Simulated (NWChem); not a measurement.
System: C2H5BO3; SMILES O=CB(O)CO

```xyz
11

O      0.7038     2.2005     0.0645
C      0.8653     0.9860     0.1290
B     -0.4572     0.0552     0.0082
O     -1.5926     0.7652    -0.1452
C     -0.4550    -1.5192     0.0974
O      0.8488    -2.1058    -0.0745
H      1.8884     0.5814     0.2732
H     -1.3435     1.7155    -0.1431
H     -0.7698    -1.8056     1.1121
H     -1.2003    -1.9807    -0.5712
H      1.0830    -2.0311    -1.0115
```
Atoms are numbered in this order, from 1.

The geometry was optimised at B3LYP/6-31G* (spherical d). B3LYP is NWChem's, with the RPA form of VWN correlation.

Give the principal values of the shielding tensors (ppm) of O1, C2, B3, O4, C5 from B3LYP/6-311G** (spherical d), GIAO (NWChem), with their diamagnetic and paramagnetic parts as GIAO splits them.


```json
[
 {"atom": "O1", "σ11": "-1499.0", "σ22": "-564.5", "σ33": "438.5", "isotropic": "-541.7", "diamagnetic": "396.5", "paramagnetic": "-938.2"},
 {"atom": "C2", "σ11": "-171.8", "σ22": "-100.4", "σ33": "106.5", "isotropic": "-55.2", "diamagnetic": "254.1", "paramagnetic": "-309.3"},
 {"atom": "B3", "σ11": "13.8", "σ22": "88.8", "σ33": "103.6", "isotropic": "68.7", "diamagnetic": "193.3", "paramagnetic": "-124.6"},
 {"atom": "O4", "σ11": "-26.5", "σ22": "135.1", "σ33": "355.2", "isotropic": "154.6", "diamagnetic": "384.8", "paramagnetic": "-230.2"},
 {"atom": "C5", "σ11": "93.4", "σ22": "104.8", "σ33": "172.6", "isotropic": "123.6", "diamagnetic": "247.9", "paramagnetic": "-124.3"}
]
```
